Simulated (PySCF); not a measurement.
C2H6BClS, SMILES B(SC)(C)Cl.

The structure is a stationary point at PBE0-D3(BJ)/def2-SVP. The structure was generated by enumeration, and PubChem lists no compound with its InChIKey, so it may never have been made. The values are those of a single conformer.

These are PBE0-D3(BJ)/def2-SVP (PySCF 2.14.0) values and carry that method's errors.

Frequencies are harmonic and unscaled.

### Question
Estimate the vibrational spectrum. (An estimate is asked for; the answer gives what the named calculation found.)

### Answer

```json
[
 {"mode": "1", "ν (cm⁻¹)": "30", "IR (km/mol)": "0.6", "Raman (Å⁴/amu)": "0.0", "depolarisation": "–", "moving atoms (share of kinetic energy)": "H 98 %"},
 {"mode": "2", "ν (cm⁻¹)": "113", "IR (km/mol)": "0.8", "Raman (Å⁴/amu)": "0.2", "depolarisation": "0.75", "moving atoms (share of kinetic energy)": "H 35 %, C 34 %, S 20 %, Cl 10 %"},
 {"mode": "3", "ν (cm⁻¹)": "140", "IR (km/mol)": "0.1", "Raman (Å⁴/amu)": "0.0", "depolarisation": "–", "moving atoms (share of kinetic energy)": "H 84 %, S 9 %"},
 {"mode": "4", "ν (cm⁻¹)": "189", "IR (km/mol)": "0.6", "Raman (Å⁴/amu)": "0.3", "depolarisation": "0.25", "moving atoms (share of kinetic energy)": "C 47 %, H 22 %, S 12 %, Cl 12 %"},
 {"mode": "5", "ν (cm⁻¹)": "273", "IR (km/mol)": "0.7", "Raman (Å⁴/amu)": "2.6", "depolarisation": "0.50", "moving atoms (share of kinetic energy)": "C 36 %, Cl 23 %, S 20 %, H 18 %"},
 {"mode": "6", "ν (cm⁻¹)": "312", "IR (km/mol)": "1.4", "Raman (Å⁴/amu)": "3.5", "depolarisation": "0.54", "moving atoms (share of kinetic energy)": "Cl 33 %, C 22 %, S 20 %, H 20 %"},
 {"mode": "7", "ν (cm⁻¹)": "393", "IR (km/mol)": "0.5", "Raman (Å⁴/amu)": "1.0", "depolarisation": "0.75", "moving atoms (share of kinetic energy)": "B 64 %, H 30 %"},
 {"mode": "8", "ν (cm⁻¹)": "553", "IR (km/mol)": "5.5", "Raman (Å⁴/amu)": "10.4", "depolarisation": "0.11", "moving atoms (share of kinetic energy)": "C 37 %, S 24 %, Cl 19 %, H 13 %"},
 {"mode": "9", "ν (cm⁻¹)": "740", "IR (km/mol)": "3.6", "Raman (Å⁴/amu)": "9.2", "depolarisation": "0.24", "moving atoms (share of kinetic energy)": "C 54 %, S 30 %, H 13 %"},
 {"mode": "10", "ν (cm⁻¹)": "779", "IR (km/mol)": "38.9", "Raman (Å⁴/amu)": "2.4", "depolarisation": "0.60", "moving atoms (share of kinetic energy)": "H 51 %, B 18 %, C 17 %, S 10 %"},
 {"mode": "11", "ν (cm⁻¹)": "838", "IR (km/mol)": "10.2", "Raman (Å⁴/amu)": "0.3", "depolarisation": "0.75", "moving atoms (share of kinetic energy)": "H 59 %, B 21 %, C 20 %"},
 {"mode": "12", "ν (cm⁻¹)": "956", "IR (km/mol)": "4.1", "Raman (Å⁴/amu)": "3.2", "depolarisation": "0.75", "moving atoms (share of kinetic energy)": "H 83 %, C 15 %"},
 {"mode": "13", "ν (cm⁻¹)": "974", "IR (km/mol)": "16.3", "Raman (Å⁴/amu)": "4.3", "depolarisation": "0.60", "moving atoms (share of kinetic energy)": "H 77 %, C 17 %"},
 {"mode": "14", "ν (cm⁻¹)": "1041", "IR (km/mol)": "253.8", "Raman (Å⁴/amu)": "2.2", "depolarisation": "0.60", "moving atoms (share of kinetic energy)": "B 64 %, H 22 %, C 9 %"},
 {"mode": "15", "ν (cm⁻¹)": "1124", "IR (km/mol)": "76.4", "Raman (Å⁴/amu)": "0.0", "depolarisation": "–", "moving atoms (share of kinetic energy)": "B 62 %, H 27 %"},
 {"mode": "16", "ν (cm⁻¹)": "1323", "IR (km/mol)": "75.1", "Raman (Å⁴/amu)": "6.4", "depolarisation": "0.58", "moving atoms (share of kinetic energy)": "H 63 %, C 29 %, B 8 %"},
 {"mode": "17", "ν (cm⁻¹)": "1335", "IR (km/mol)": "2.6", "Raman (Å⁴/amu)": "3.9", "depolarisation": "0.63", "moving atoms (share of kinetic energy)": "H 85 %, C 14 %"},
 {"mode": "18", "ν (cm⁻¹)": "1421", "IR (km/mol)": "6.1", "Raman (Å⁴/amu)": "7.0", "depolarisation": "0.75", "moving atoms (share of kinetic energy)": "H 94 %"},
 {"mode": "19", "ν (cm⁻¹)": "1430", "IR (km/mol)": "2.7", "Raman (Å⁴/amu)": "19.8", "depolarisation": "0.75", "moving atoms (share of kinetic energy)": "H 96 %"},
 {"mode": "20", "ν (cm⁻¹)": "1449", "IR (km/mol)": "9.5", "Raman (Å⁴/amu)": "10.9", "depolarisation": "0.75", "moving atoms (share of kinetic energy)": "H 96 %"},
 {"mode": "21", "ν (cm⁻¹)": "1454", "IR (km/mol)": "20.3", "Raman (Å⁴/amu)": "10.6", "depolarisation": "0.75", "moving atoms (share of kinetic energy)": "H 96 %"},
 {"mode": "22", "ν (cm⁻¹)": "3052", "IR (km/mol)": "0.7", "Raman (Å⁴/amu)": "139.9", "depolarisation": "0.00", "moving atoms (share of kinetic energy)": "H 97 %"},
 {"mode": "23", "ν (cm⁻¹)": "3075", "IR (km/mol)": "13.5", "Raman (Å⁴/amu)": "125.9", "depolarisation": "0.01", "moving atoms (share of kinetic energy)": "H 97 %"},
 {"mode": "24", "ν (cm⁻¹)": "3132", "IR (km/mol)": "2.4", "Raman (Å⁴/amu)": "59.3", "depolarisation": "0.75", "moving atoms (share of kinetic energy)": "H 91 %, C 9 %"},
 {"mode": "25", "ν (cm⁻¹)": "3177", "IR (km/mol)": "4.4", "Raman (Å⁴/amu)": "82.1", "depolarisation": "0.65", "moving atoms (share of kinetic energy)": "H 91 %, C 9 %"},
 {"mode": "26", "ν (cm⁻¹)": "3189", "IR (km/mol)": "2.4", "Raman (Å⁴/amu)": "47.8", "depolarisation": "0.75", "moving atoms (share of kinetic energy)": "H 90 %, C 10 %"},
 {"mode": "27", "ν (cm⁻¹)": "3195", "IR (km/mol)": "1.5", "Raman (Å⁴/amu)": "83.3", "depolarisation": "0.70", "moving atoms (share of kinetic energy)": "H 90 %, C 10 %"}
]
```
